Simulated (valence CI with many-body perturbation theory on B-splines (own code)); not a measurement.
**Cu XXV: electric-dipole lines**

Method: relativistic CI+MBPT: three valence electrons over a frozen Dirac-Fock core [He], a basis of 11 s, 11 p, 9 d, 7 f, 5 g, 2 h, 1 i functions for each j, with the one-electron correlation potential Σ1, the two-electron term Σ2, the three-electron term Σ3, Breit, model QED; selected CI, second order for the rest (own B-spline code, finite nucleus).

No measured spectrum was set against this ion. As an estimate, levels of excited configurations hold to 0.05 to 0.15 % of their energy, terms of the ground configuration to about 0.5 %.

Lines 101 to 150 of 254 in falling wavelength, among levels below 12046 × 10³ cm⁻¹, chosen from the strongest by gf and those to the six lowest levels. Wavelengths and rates use the calculated energies, so an error of 900 cm⁻¹ moves a line at 0.9687 nm by 0.0087 % and its rate by three times that or more. Electric multipoles are in the length gauge, E1 and E2 with the static RPA response of the core. Weak lines are less certain than strong ones. Lines between different terms over intervals too small for the method are left out, as are lines whose strength nearly cancels. The highest levels of a list are the least certain.

Names give the largest LS component (configuration and term), which can be under half, so a name can repeat, a term be missing and a line seem to break the LS rules; names also repeat where a configuration has a term twice. Letters in brackets count levels of one name in rising energy.

```tsv
λ vac (nm)	Upper	Lower	A (s⁻¹)	S (a.u.) with core polarisation	S without
0.9687	2s2p3s ²P°_3/2 [b]	2s2p² ²P_1/2	4.86e+12	8.73e-03	8.72e-03
0.9674	2s2p3s ⁴P°_1/2	2s2p² ⁴P_1/2	8.30e+11	7.41e-04	7.38e-04
0.9672	2s2p3d ⁴P°_5/2	2s2p² ²D_5/2	1.61e+12	4.31e-03	4.32e-03
0.9667	2s2p3s ⁴P°_5/2	2s2p² ⁴P_5/2	3.23e+12	8.65e-03	8.61e-03
0.9665	2s2p3d ⁴F°_5/2	2s2p² ²D_3/2	2.90e+11	7.75e-04	7.76e-04
0.9661	2s2p3d ²D°_3/2 [a]	2s2p² ²P_1/2	6.87e+12	1.22e-02	1.23e-02
0.9646	2s2p3d ²P°_1/2 [a]	2s2p² ²S_1/2	2.33e+13	2.06e-02	2.07e-02
0.9633	2s2p3s ⁴P°_3/2	2s2p² ⁴P_1/2	2.03e+12	3.59e-03	3.57e-03
0.9623	2s2p3d ⁴P°_5/2	2s2p² ²D_3/2	1.06e+12	2.81e-03	2.81e-03
0.9609	2s2p3d ⁴D°_3/2	2s2p² ²D_3/2	1.88e+12	3.29e-03	3.30e-03
0.9605	2s2p3d ⁴D°_1/2	2s2p² ²D_3/2	3.95e+11	3.45e-04	3.45e-04
0.9604	2s²3s ²S_1/2	2s²2p ²P°_1/2	1.40e+12	1.22e-03	1.21e-03
0.9595	2s2p3s ⁴P°_5/2	2s2p² ⁴P_3/2	1.85e+12	4.84e-03	4.82e-03
0.9587	2s2p3s ²P°_1/2 [b]	2s2p² ²D_3/2	1.94e+12	1.69e-03	1.68e-03
0.9586	2s2p3s ²P°_3/2 [b]	2s2p² ²D_3/2	2.10e+12	3.66e-03	3.65e-03
0.9581	2p²3d ⁴F_3/2	2p³ ⁴S°_3/2	2.03e+12	3.53e-03	3.54e-03
0.9560	2s2p3d ²D°_3/2 [a]	2s2p² ²D_3/2	4.31e+12	7.44e-03	7.46e-03
0.9548	2s2p3d ²F°_5/2 [a]	2s2p² ²D_3/2	1.81e+13	4.68e-02	4.68e-02
0.9546	2p²3d ⁴F_5/2	2p³ ⁴S°_3/2	7.32e+12	1.88e-02	1.89e-02
0.9533	2s2p3d ⁴D°_7/2	2s2p² ²D_5/2	8.99e+11	3.08e-03	3.08e-03
0.9503	2s2p3d ²P°_3/2 [a]	2s2p² ²P_1/2	8.59e+12	1.46e-02	1.46e-02
0.9489	2s2p3d ²D°_5/2 [a]	2s2p² ²D_5/2	1.45e+13	3.67e-02	3.68e-02
0.9484	2s2p3d ²D°_3/2 [b]	2s2p² ²P_3/2	4.60e+12	7.75e-03	7.77e-03
0.9478	2s2p3d ⁴D°_5/2	2s2p² ²D_3/2	1.19e+12	3.01e-03	3.01e-03
0.9473	2s2p3d ²D°_3/2 [b]	2s2p² ²S_1/2	1.40e+13	2.35e-02	2.35e-02
0.9470	2s2p3d ⁴F°_3/2	2s2p² ⁴P_5/2	9.81e+10	1.64e-04	1.65e-04
0.9466	2s2p3d ²D°_5/2 [b]	2s2p² ²P_3/2	3.75e+13	9.41e-02	9.42e-02
0.9457	2p²3p ⁴D°_3/2	2s2p² ²P_3/2	5.25e+12	8.76e-03	8.77e-03
0.9453	2s2p3d ²P°_3/2 [a]	2s2p² ²D_5/2	1.99e+12	3.33e-03	3.33e-03
0.9452	2s2p3d ²P°_1/2 [b]	2s2p² ²P_3/2	4.95e+12	4.13e-03	4.14e-03
0.9445	2s2p3d ⁴F°_5/2	2s2p² ⁴P_5/2	1.54e+12	3.85e-03	3.86e-03
0.9445	2p²3p ⁴D°_3/2	2s2p² ²S_1/2	2.14e+12	3.56e-03	3.57e-03
0.9442	2s2p3d ²D°_5/2 [a]	2s2p² ²D_3/2	4.39e+12	1.09e-02	1.10e-02
0.9435	2s2p3d ²P°_3/2 [b]	2s2p² ²P_3/2	8.81e+12	1.46e-02	1.46e-02
0.9429	2s2p3d ²F°_7/2 [a]	2s2p² ²D_5/2	3.70e+13	1.22e-01	1.23e-01
0.9423	2s2p3d ²P°_3/2 [b]	2s2p² ²S_1/2	1.07e+13	1.76e-02	1.77e-02
0.9406	2s2p3d ²P°_3/2 [a]	2s2p² ²D_3/2	9.84e+11	1.62e-03	1.62e-03
0.9405	2s2p3d ⁴P°_5/2	2s2p² ⁴P_5/2	2.61e+12	6.43e-03	6.44e-03
0.9405	2s2p3d ⁴F°_7/2	2s2p² ⁴P_5/2	1.31e+13	4.32e-02	4.32e-02
0.9401	2s2p3d ⁴F°_3/2	2s2p² ⁴P_3/2	1.34e+12	2.20e-03	2.21e-03
0.9392	2s2p3d ⁴D°_3/2	2s2p² ⁴P_5/2	5.49e+11	8.99e-04	9.01e-04
0.9376	2s2p3d ⁴F°_5/2	2s2p² ⁴P_3/2	6.00e+12	1.47e-02	1.47e-02
0.9374	2s²3d ²D_3/2	2s²2p ²P°_3/2	5.06e+12	8.23e-03	8.25e-03
0.9363	2s2p3d ²P°_1/2 [a]	2s2p² ²D_3/2	3.62e+11	2.94e-04	2.94e-04
0.9360	2s²3d ²D_5/2	2s²2p ²P°_3/2	3.03e+13	7.35e-02	7.36e-02
0.9348	2p²3p ⁴P°_5/2	2s2p² ²P_3/2	1.80e+12	4.36e-03	4.35e-03
0.9337	2s2p3d ⁴P°_5/2	2s2p² ⁴P_3/2	2.00e+13	4.82e-02	4.83e-02
0.9327	2p²3p ⁴D°_1/2	2s2p² ²P_1/2	3.88e+12	3.11e-03	3.10e-03
0.9324	2s2p3d ⁴D°_3/2	2s2p² ⁴P_3/2	7.53e+12	1.20e-02	1.21e-02
0.9320	2s2p3d ⁴D°_1/2	2s2p² ⁴P_3/2	1.76e+12	1.40e-03	1.41e-03
```
